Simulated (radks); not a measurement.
The numbers below are computed, except where a source is named.
Problem. The mean radii <r> (bohr) of the occupied orbitals of an atom or ion are listed with their occupations. Code: a radial shooting solver on a logarithmic mesh with Libxc functionals. Model: scalar-relativistic Kohn-Sham, r2SCAN, spin-polarised, spherical densities, finite nucleus; meta-GGA in the generalised Kohn-Sham scheme; Fermi nuclear charge, rms radius of each element as measured or else 0.836 A^(1/3) + 0.57 fm.

orbital  occ.      <r>
1s down     1  0.03186
1s up       1  0.03186
2s up       1   0.1383
2s down     1   0.1383
2p up       3   0.1206
2p down     3   0.1206
3s up       1   0.3783
3s down     1   0.3783
3p up       3   0.3780
3p down     3   0.3780
3d up       5   0.3574
3d down     5   0.3574
4s up       1   0.9366
4s down     1   0.9333
4p up       3    1.016
4p down     3    1.013
4d up       5    1.240
4d down     1    1.253

Name the element and its charge. Open shells, if any, are filled with parallel spins first.

Solution. Z = 46, palladium, charge +4: Pd4+ in [Kr] 4d6. The 1s radius gives Z: for a bare nucleus <r> = (2 gamma + 1)/(2Z) with gamma = sqrt(1 - (Z/c)^2), 0.03135 bohr for Z = 46, and screening makes it slightly larger (0.03186 here). The occupations add up to 42, and the charge is Z minus that.
